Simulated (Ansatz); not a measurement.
CH6ClNSSi can be A, `CN[SiH](S)Cl`, or B, `CS[SiH](N)Cl`.

Gas-phase electronic energies from Ansatz, PBE0-D4/def2-TZVP geometries. CCSD(T)/CBS adds triple-zeta CCSD(T) − MP2 to the extrapolated MP2 energy (def2 sets, frozen cores). Functionals use def2-TZVPP. B3LYP here is the variant with VWN-RPA as its local correlation; programs differ in this. Each species was taken in one conformer, which may not be the lowest.

A:

```xyz
11

C     0.1804    0.4974   -1.5548
N    -0.4687   -0.4556   -0.6764
Si   -0.3839   -0.4755    1.0127
S     1.6764   -0.5359    1.5368
Cl   -1.2017    1.1731    1.9645
H    -0.4791    1.3246   -1.8382
H     1.0500    0.9218   -1.0504
H     0.5352    0.0080   -2.4657
H    -1.2466   -0.9398   -1.0967
H    -1.1714   -1.6378    1.4718
H     1.5095    0.1198    2.6965
```

B:

Z-matrix (Å, degrees):
```
C
S 1 1.817
H 1 1.089 2 110.3
H 1 1.089 2 106.8 3 118.9
H 1 1.089 2 110.7 3 -122.0
Si 2 2.108 1 100.1 3 73.4
Cl 6 2.061 2 113.5 1 -61.2
N 6 1.703 2 110.5 1 55.5
H 6 1.481 2 104.5 1 -177.0
H 8 1.006 6 120.9 2 -153.6
H 8 1.007 6 120.8 2 54.4
```

Problem. Which is lower in electronic energy at CCSD(T)/CBS, and by how much? (An estimate is asked.)

Solution. Computed: B, by 5.8 kcal/mol.

Problem. Give E(B) − E(A) in kcal/mol with CCSD/def2-TZVPP, HF/def2-TZVPP, r2SCAN-D4, PBE0-D4, PBE-D4, B3LYP-D4, B2PLYP. (Best estimate.)

Solution. The calculation gave: CCSD/def2-TZVPP -4.8, HF/def2-TZVPP -4.6, r2SCAN-D4 -6.0, PBE0-D4 -5.6, PBE-D4 -5.6, B3LYP-D4 -5.2, B2PLYP -5.4. None reverses the order clearly.

Largest T1 diagnostic: 0.010.
